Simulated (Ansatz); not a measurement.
Ideal-gas functions of CuH₂N, SMILES `[NH2][Cu]` at 400 K and 1 bar, from an Ansatz frequency run at PBE0-D4/def2-TZVP.

Molar mass 79.57 g/mol, point group Cs (symmetry number 1), electronic degeneracy 1, moments of inertia 1.816, 45.39, 46.192 u Å². Harmonic wavenumbers (cm⁻¹, unscaled): 581, 687, 779, 1541, 3454, 3543.

Use S(trans) = R[1.5 ln M + 2.5 ln T − 1.1517]; rotational temperatures θ = 24.2544 K / I; S(rot) = R[ln(√π/σ · √(T³/θAθBθC)) + 1.5]; for each mode x = 1.438777 ν̃/T, S = R[x/(eˣ − 1) − ln(1 − e⁻ˣ)] and H = RT x/(eˣ − 1); 1 cm⁻¹ = 0.0119627 kJ/mol; R = 8.31446 J/(mol·K).

By hand: the entropy, in J/(mol·K).

Translation 169.5. Rotation: θ = 13.3559, 0.5344, 0.5251 K, giving 86.5. Vibration, mode by mode: 3.55, 2.63, 2.03, 0.21, 0.00, 0.00, in all 8.4. Electronic 0.0. Sum 264.4 J/(mol·K).

By hand: H − E and G − E in kJ/mol, counted from the electronic energy.

Zero-point energy ½ × 10585 × 0.0119627 = 63.3; thermal vibration 2.4; translation, rotation and pV give 4 RT = 13.3. H − E = 79.0 kJ/mol, and G − E = 79.0 − 400 × 264.4/1000 = -26.8 kJ/mol.

Vibration gives 3 % of the entropy.
